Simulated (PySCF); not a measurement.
**ErC from Hartree–Fock to correlated methods**

State: septet, about 11.4 electrons in the 4f shell (Mulliken), real f orbitals that mix terms. Set-up: Er x2c-TZVPall, C x2c-TZVPall; spin-free X2C with a Gaussian nucleus (PySCF 2.14). De refers to Er (4f12 6s2) + C in their high-spin ground configurations, without counterpoise correction. The functionals are run spin-unrestricted. A positive dipole means Er(−)C(+). Levels whose curve was spin-contaminated or gave no clean fit are not listed.

```tsv
Level	Re (Å)	ωe (cm⁻¹)	De (eV)	μ (D)
ROHF	2.282	523	n/a	-1.89
ROHF-MP2	2.198	557	n/a	n/a
ROHF-SCS-MP2	2.216	548	n/a	n/a
PBE0	2.248	422	2.25	-3.24
B97-3	2.260	434	1.97	-3.22
ωB97X	2.283	478	1.94	-3.30
```

(1) What does second-order correlation do here, going from ROHF to ROHF-MP2?

Correlated steps freeze 19 core orbitals. Spin–orbit coupling is left out, which matters for elements this heavy, above all for dissociation energies. With d or f electrons several states lie close, and the lowest PBE0 determinant need not be the measured ground state.

The whole job (state search and all levels along the bond) took about 25 min on 4 threads of Arm Neoverse V1 (shared host), peak memory 8.4 GiB.

Results:

(1) ROHF-MP2 less ROHF: -8.4 pm in Re, +6.5 % in ωe. Correlation nearly always deepens the well. The bond shortens, as in weak, metallic or heavy-atom bonds, where dispersion and the correlation of outer-core electrons pull the atoms together.
